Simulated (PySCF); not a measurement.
# Trend along the halogens: MTa cations

r²SCAN with triple-zeta basis sets in PySCF, for the lowest determinant that a PBE0 search found; no spin–orbit coupling. De refers to high-spin ground-configuration atoms (the charge goes to the atom of lower measured ionisation energy or higher electron affinity, which is not always the lowest computed limit). A positive dipole points towards Ta; it is taken about the centre of mass and depends on that origin.

| M | basis | charged atom | state (unpaired electrons) | Re (Å) | ωe (cm⁻¹) | De (eV) | μ (D) |
| --- | --- | --- | --- | --- | --- | --- | --- |
| F | def2-TZVPPD | Ta+ | quartet (σ ↑, δ ↑↑) | 1.776 | 798 | n/a | 3.37 |
| Cl | def2-TZVPPD | Ta+ | quartet (σ ↑, δ ↑↑) | 2.172 | 474 | n/a | 2.67 |
| Br | def2-TZVPPD | Ta+ | quartet (σ ↑, δ ↑↑) | 2.319 | 319 | n/a | 3.60 |

The shortest bond is that of TaF⁺ (1.776 Å), the longest that of TaBr⁺ (2.319 Å).

Down a group the atoms grow and get heavier, so bonds lengthen and wavenumbers fall; this series shows no clear exception.

De is left out where the level can put another filling of the metal’s s and d shells below the measured ground configuration, by anything from nothing to about 1 eV. These are scalar-relativistic numbers at best; spin–orbit coupling would shift them, the dissociation energy most. With d or f electrons several states lie close, and the lowest PBE0 determinant need not be the measured ground state.
